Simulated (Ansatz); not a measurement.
Total energies of Sn(OH)4 (SnO₄H₄) from Ansatz at PBE0-D4/def2-TZVP, gas phase (1 Eh = 27.2114 eV = 2625.5 kJ/mol). The reference geometry is relaxed at r2SCAN-D4/def2-SVP.

```tsv
state	geometry	energy (Eh)
charge 0 singlet	reference	-517.50575
charge 1 doublet	reference	-517.09378
free Sn atom (triplet)	–	-214.25870
free O atom (triplet)	–	-75.01860
free H atom (doublet)	–	-0.50104
```

In the def2 sets Sn takes a core potential; there is no spin–orbit coupling.

(1) Work out the vertical ionisation energy to the doublet.

(2) What is the binding energy per atom against free atoms?

(1) E(charge 1 doublet) − E(charge 0 singlet) = -517.09378 − (-517.50575) = 0.41197 Eh = 11.21 eV. For comparison, −ε of the highest occupied level is 9.16 eV at this level, 2.05 eV less.

(2) Atoms: 1 × (-214.25870) + 4 × (-75.01860) + 4 × (-0.50104) = -516.33726 Eh. Binding: -516.33726 − (-517.50575) = 1.16849 Eh = 31.80 eV, or 3.53 eV for each of 9 atoms (no zero-point energy, no counterpoise term).
